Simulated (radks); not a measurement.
Initial-state core-level shifts of the antimony ion Sb+ when its valence configuration changes from [Kr] 4d10 5s2 5p2. All-electron calculation, Dirac Kohn-Sham, BLYP, spin-unpolarised, spherical densities, finite nucleus; open shells fill j = l - 1/2 first; Fermi nuclear charge, rms radius 4.6802 fm. Program: a radial shooting solver on a logarithmic mesh with Libxc functionals. Shifts are changes of the shell-averaged eigenvalues in eV (positive: less bound); the change of the density at the nucleus, which sets a Mossbauer isomer shift, is in e/bohr^3, on a base of 2.09e+05.

valence                1s       2p       3p       4p  density at nucleus
4d9.5 5s2 5p2.5    -4.266   -4.489   -4.339   -3.624              +11.06
4d8.5 5s2 5p3.5   -12.958  -13.672  -13.161  -10.833              +33.91
4d10 5p4           -3.129   -3.043   -3.084   -3.037             -103.34
4d9 5s2 5p3        -8.585   -9.046   -8.726   -7.234              +22.36
4d10 5s1.5 5p2.5   -0.808   -0.786   -0.796   -0.784              -24.63
4d8 5s2 5p4       -17.387  -18.369  -17.646  -14.422              +45.69
4d9 5s1 5p4       -10.090  -10.512  -10.211   -8.682              -34.17
4d7.5 5s2 5p4.5   -21.871  -23.137  -22.180  -18.002              +57.70
4d10 5s1 5p3       -1.598   -1.555   -1.574   -1.551              -50.09
